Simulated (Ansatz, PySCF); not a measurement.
Molecule: sum formula H$_{2}$PO$_{2}$ (charge 0, doublet). It need not be the lowest isomer of its formula. SMILES: O[P]O
Geometry from a B3LYP-D3(BJ)/def2-TZVP (Ansatz, a program for electronic structure) optimisation:
```
P
O 1 1.6322
H 2 0.9675 1 113.79
O 1 1.6617 2 97.67 3 -33.44
H 4 0.9647 1 112.20 2 160.35
```
Charge 0, spin multiplicity 2.

Property: atomisation energy (electronic, to ground-state atoms), in eV. Valence correlation only, unless marked. UHF or UKS for open shells. No spin-orbit coupling. No relativistic terms. The coupled-cluster limit lacks core correlation, which all-electron functionals hold. CBS(X,Y): correlation extrapolated as X^-3; Hartree-Fock from the larger set. [CCSD(T)-MP2]/basis is that difference in the basis named.

```json
[
 {"level": "PBE-D3(BJ)/def2-TZVPD", "program": "Ansatz + dftd3", "atomisation energy (eV)": "17.99"},
 {"level": "BP86-D3(BJ)/def2-TZVPD", "program": "PySCF + dftd3", "atomisation energy (eV)": "18.26"},
 {"level": "PBE0/6-31G*", "program": "Ansatz", "atomisation energy (eV)": "16.20"},
 {"level": "PBE0-D4/def2-TZVPD", "program": "Ansatz + dftd4", "atomisation energy (eV)": "17.18"},
 {"level": "PBE0/def2-QZVPP", "program": "Ansatz", "atomisation energy (eV)": "17.21"},
 {"level": "BHLYP/def2-TZVPD", "program": "Ansatz", "atomisation energy (eV)": "16.25"},
 {"level": "TPSSh/def2-TZVPD", "program": "PySCF", "atomisation energy (eV)": "17.01"},
 {"level": "M06-2X/def2-TZVPD", "program": "PySCF", "atomisation energy (eV)": "17.54"},
 {"level": "MN15/def2-TZVPD", "program": "PySCF", "atomisation energy (eV)": "17.61"},
 {"level": "CAM-B3LYP/def2-TZVPD", "program": "Ansatz", "atomisation energy (eV)": "17.48"},
 {"level": "LC-wPBE-D3(BJ)/def2-TZVPD", "program": "Ansatz + dftd3", "atomisation energy (eV)": "17.29"},
 {"level": "wB97M-V/def2-TZVPD", "program": "Ansatz", "atomisation energy (eV)": "17.55"},
 {"level": "B2GP-PLYP/def2-TZVPD", "program": "Ansatz", "atomisation energy (eV)": "16.99"},
 {"level": "PBE-QIDH/def2-TZVPD", "program": "Ansatz", "atomisation energy (eV)": "16.83"},
 {"level": "RPA@PBE/cc-pV(T+d)Z", "program": "Ansatz", "atomisation energy (eV)": "15.93"},
 {"level": "RPA@PBE/cc-pV(Q+d)Z", "program": "Ansatz", "atomisation energy (eV)": "16.37"},
 {"level": "RI-MP2/CBS(cc-pV(T+d)Z,cc-pV(Q+d)Z)", "program": "Ansatz", "atomisation energy (eV)": "17.90"},
 {"level": "CCSD/cc-pV(D+d)Z", "program": "Ansatz", "atomisation energy (eV)": "14.48"},
 {"level": "CCSD(T)/STO-3G", "program": "Ansatz", "atomisation energy (eV)": "11.93"},
 {"level": "RI-MP2/CBS(cc-pV(T+d)Z,cc-pV(Q+d)Z)+[CCSD(T)-MP2]/cc-pV(D+d)Z", "program": "Ansatz", "atomisation energy (eV)": "17.45"},
 {"level": "RI-MP2/CBS(cc-pV(T+d)Z,cc-pV(Q+d)Z)+[CCSD(T)-MP2]/cc-pV(T+d)Z", "program": "Ansatz", "atomisation energy (eV)": "17.38"}
]
```
